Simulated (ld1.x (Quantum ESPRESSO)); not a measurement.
## Bi: TM pseudisation with PBE, scalar-relativistic reference atom.

```
Element                 : Bi
Generator               : ld1.x (Quantum ESPRESSO) 7.5
Type                    : norm-conserving Troullier–Martins (Kleinman–Bylander form)
Functional              : PBE
Relativity              : scalar-relativistic
Frozen core             : [Xe] 4f14
Valence charge          : 15
Reference configuration : 5d10 6s2 6p3
Partial waves           : 6p (bound): rc 3.54 bohr; 5d (bound): rc 1.92 bohr; 6s (bound): rc 2.84 bohr
Local potential         : the s channel
Core correction         : Bessel-smoothed model core inside 0.70 bohr
```

Poles of the logarithmic derivatives, all-electron (AE) and pseudo (PS). s: poles at -1.0, 2.4 (AE) and -1.0, 1.7, 4.9 (PS) Ry. p: poles at 0.0, 3.5 (AE) and 0.0, 2.9 (PS) Ry. d: poles at 1.4 (AE) and 1.5 (PS) Ry. Test radius 3.86 bohr.

* Cutoffs needed: 55 Ry and 90 Ry (the cutoffs (Ry, on a coarse ladder) from which the occupation-weighted sum of valence levels, in a spherical-Bessel basis at the reference potential, stays within 10 and 1 mRy of its value at 400 Ry)
* Ghost test: no extra level below or beside the all-electron valence levels (p, d, s, f tested) (spherical-Bessel basis up to 400 Ry, 20 bohr box)
* Largest excitation error: -275 meV (all-electron minus pseudo) for 5d10 6s1 6p0, out of 7 test configurations
